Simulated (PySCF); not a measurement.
CBCl2NO, SMILES O=C=NB(Cl)Cl. Heavy atoms are numbered as in [B:1]([Cl:2])([Cl:3])[N:4]=[C:5]=[O:6].

The structure is a stationary point at PBE-D3(BJ)/def2-SVP. This is a generated structure with no PubChem entry under its InChIKey; it may be hypothetical. The values are those of a single conformer.

Method: PBE/def2-TZVP (PySCF).

ESP charges are fitted to the potential on shells at 1.4 to 2.0 van der Waals radii. Atomic charges (e), one atom of each kind:

| atom | IAO | ESP fit | Löwdin |
|---|---|---|---|
| B1 | 0.18 | 0.14 | -1.43 |
| Cl2 | -0.04 | -0.06 | 0.60 |
| N4 | -0.32 | -0.21 | 0.29 |
| C5 | 0.52 | 0.46 | -0.28 |
| O6 | -0.30 | -0.28 | 0.23 |

**Question.** Give the Mayer and Wiberg (Löwdin basis) orders of the bonds. (Estimate from the structure and the level; the computed values follow.)

**Answer.** 
```
bond    Mayer  Wiberg
------  -----  ------
B1–Cl2   1.35    2.16
B1–Cl3   1.35    2.16
B1–N4    1.23    1.58
N4–C5    2.07    2.28
C5–O6    2.14    2.83
```
